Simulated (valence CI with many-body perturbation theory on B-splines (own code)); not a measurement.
Yb⁵⁶⁺: one-electron terms

Calculated by valence CI with perturbative core correlation (CI+MBPT): four valence electrons over a frozen Dirac-Fock core [Ne], a basis of 11 s, 11 p, 10 d, 8 f, 5 g, 2 h functions for each j, with the one-electron correlation potential Σ1, the two-electron term Σ2, the three-electron term Σ3, Breit, model QED; selected CI, second order for the rest, scaled by the run's own slope (own B-spline code, finite nucleus).

No measured spectrum was set against this ion. As an estimate, large intervals hold to a few tenths of a per cent, small ones and those within an open d or f shell to about a per cent. Among the levels kept, up to 550 cm⁻¹ of a level comes from second order outside the variational space, and about a tenth of that is noise between levels of different J, which matters for small intervals.

These are the spectroscopic orbitals of the CI (the correlating ones are not listed), shaped by the core and the other valence electrons. h is the expectation value of the core's Dirac-Fock operator, without the valence repulsion; Σ1 is computed up to l = 3 at one energy for each symmetry, that of its lowest orbital but kept below the first core excitation, so for empty shells it is not the orbital's own correlation shift; Breit and QED include the response of the core.

```tsv
Orbital	h (hartree)	Σ1 (cm⁻¹)	Breit (cm⁻¹)	QED (cm⁻¹)	⟨r⟩ (bohr)
3s1/2	-229.44	-7209	38658	32116	0.1984
4s1/2	-124.81	-2433	15003	12887	0.3676
5s1/2	-78.25	-1116	7154	6300	0.5908
6s1/2	-53.594	-610	4001	3549	0.8661
7s1/2	-38.985	-371	2463	2193	1.194
8s1/2	-29.624	-242	1623	1450	1.574
3p1/2	-224.02	-9413	64938	1559	0.1867
4p1/2	-122.55	-3108	25233	642	0.3588
5p1/2	-77.118	-1433	12207	322	0.5840
6p1/2	-52.948	-785	6864	184	0.8616
7p1/2	-38.582	-478	4239	114	1.192
8p1/2	-29.356	-313	2801	75.9	1.574
3p3/2	-213.34	-8072	36174	4394	0.1974
4p3/2	-118.18	-2775	14096	1778	0.3731
5p3/2	-74.923	-1302	7506	888	0.6019
6p3/2	-51.694	-720	4242	506	0.8831
7p3/2	-37.8	-441	2630	315	1.217
8p3/2	-28.836	-290	1743	210	1.603
3d3/2	-206.85	-10071	29849	-897	0.1691
4d3/2	-115.7	-2841	10799	-285	0.3481
5d3/2	-73.703	-1268	5130	-129	0.5797
6d3/2	-51.004	-688	2860	-69.4	0.8636
7d3/2	-37.371	-418	1760	-41.9	1.200
3d5/2	-204.37	-8914	14334	456	0.1723
4d5/2	-114.63	-2504	5117	264	0.3521
5d5/2	-73.154	-1120	2498	147	0.5846
6d5/2	-50.686	-609	1397	88.4	0.8695
7d5/2	-37.171	-370	862	56.8	1.207
4f5/2	-113.29	-2452	1096	-170	0.3069
5f5/2	-72.49	-1190	747	-89.9	0.5413
6f5/2	-50.309	-670	465	-52.6	0.8280
7f5/2	-36.936	-415	309	-33.3	1.167
4f7/2	-112.83	-2324	320	80.6	0.3089
5f7/2	-72.253	-1122	216	38.2	0.5436
6f7/2	-50.171	-631	130	21.5	0.8307
7f7/2	-36.85	-390	86.2	13.3	1.170
5g7/2	-72.122		25.1	-41.2	0.4780
6g7/2	-50.094		24.8	-24.3	0.7656
7g7/2	-36.8		19.4	-15.5	1.106
5g9/2	-71.984		5.0	31.1	0.4794
6g9/2	-50.014		4.9	17.8	0.7672
7g9/2	-36.75		3.7	11.1	1.108
6h9/2	-49.996				0.6813
6h11/2	-49.943				0.6825
```

Among the shells of the start configuration 3s2 3p2, Σ1 is largest in size for 3p1/2, where it is 0.019 % of h.

Lowest root of each symmetry, sizes in configuration state functions:

```csv
J,Parity,Roots,Reference,Variational,Second order,Change by selected CI (cm⁻¹),Change by second order (cm⁻¹)
0,even,12,61,20908,40728,-10659,0
1,even,18,125,31995,149623,-9198,-44
2,even,27,164,31991,232621,-10045,-201
3,even,16,123,31990,268474,-12172,-187
4,even,12,79,32000,260814,-11797,-251
5,even,3,28,31994,69939,-11684,-37
0,odd,10,50,23821,41061,-9571,-1
1,odd,23,134,31997,149927,-10730,-90
2,odd,26,164,31999,232195,-8634,-179
3,odd,21,138,31994,268630,-11028,-252
4,odd,13,86,31992,260478,-9800,-236
5,odd,5,39,32000,164877,-15972,-104
6,odd,1,12,20115,79681,-12521,-24
```
